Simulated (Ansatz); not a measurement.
A nudged elastic band was laid between two geometries of CH7ClOSi2 (12 atoms, charge 0, multiplicity 1).

Level of theory: RKS B3LYP/def2-SVP (Ansatz).

| Item | Value |
| --- | --- |
| movable images | 7 |
| climbing image | yes |
| spring | 5.0 eV/Å² |
| optimiser | quadratic models (default) |
| start path | IDPP |
| force threshold | 0.05 eV/Å |
| iteration limit | 60 |
| end points | relaxed |

First end point:

```xyz
12
Properties=species:S:1:pos:R:3
O -2.157 -0.067 1.943
Si -1.505 0.194 0.418
Si 0.794 -0.361 0.363
C 1.614 0.367 -1.200
Cl 0.671 -0.120 -2.675
H -2.214 -0.981 2.247
H -2.244 -0.573 -0.631
H -1.662 1.651 0.158
H 0.999 -1.842 0.368
H 1.503 0.201 1.556
H 1.632 1.466 -1.174
H 2.646 0.011 -1.338
```

Last end point:

```xyz
12
Properties=species:S:1:pos:R:3
O -1.896 -0.355 2.012
Si -1.430 0.019 0.443
Si 0.882 -0.414 0.348
C 1.613 0.435 -1.198
Cl 0.651 -0.035 -2.667
H -2.839 -0.307 2.211
H -2.185 -0.799 -0.555
H -1.683 1.460 0.121
H 1.161 -1.878 0.271
H 1.577 0.142 1.550
H 1.570 1.531 -1.119
H 2.657 0.145 -1.383
```

Q: What changes between the two ends?

A: No bond is made or broken. The dihedral H6–O1–Si2–H7 goes from 56 to -54°.

Q: What energy profile does the band end with?

A: It converged. The highest image is number 4 of 0 to 8, 0.011 eV above the first end and 0.031 eV above the last; the last end lies 0.021 eV below the first. A vibrational analysis at the climbing image gives one clearly imaginary mode, 217i cm⁻¹: a first-order saddle point.

| image | path coordinate (Å) | energy (eV) | dihedral H6–O1–Si2–H7 (°) |
| --- | --- | --- | --- |
| 0 | 0.00 | 0.000 | 56 |
| 1 | 0.15 | 0.001 | 49 |
| 2 | 0.30 | 0.004 | 39 |
| 3 | 0.46 | 0.009 | 25 |
| 4 | 0.61 | 0.011 | 10 |
| 5 | 0.81 | 0.003 | -11 |
| 6 | 1.01 | -0.010 | -31 |
| 7 | 1.21 | -0.019 | -47 |
| 8 | 1.41 | -0.021 | -54 |

Q: What is the geometry of the highest image?

A: 
```xyz
12
Properties=species:S:1:pos:R:3
O -2.015 -0.145 2.020
Si -1.444 0.125 0.466
Si 0.864 -0.365 0.362
C 1.602 0.419 -1.215
Cl 0.628 -0.087 -2.665
H -2.635 -0.870 2.152
H -2.209 -0.701 -0.519
H -1.633 1.567 0.130
H 1.115 -1.837 0.334
H 1.589 0.210 1.538
H 1.573 1.517 -1.172
H 2.643 0.111 -1.396
```

Q: What are the harmonic wavenumbers there?

A: 217i, 47, 67, 116, 162, 249, 373, 432, 519, 601, 649, 696, 741, 758, 819, 830, 875, 920, 940, 954, 1102, 1183, 1419, 2196, 2196, 2210, 2215, 3075, 3143, 3894 cm⁻¹.

The band took 6 iterations and about 120 core-seconds.

Time of the run: 61 s on 2 threads of AMD EPYC 9R45 (Zen 5) (shared host), peak memory 0.3 GiB.
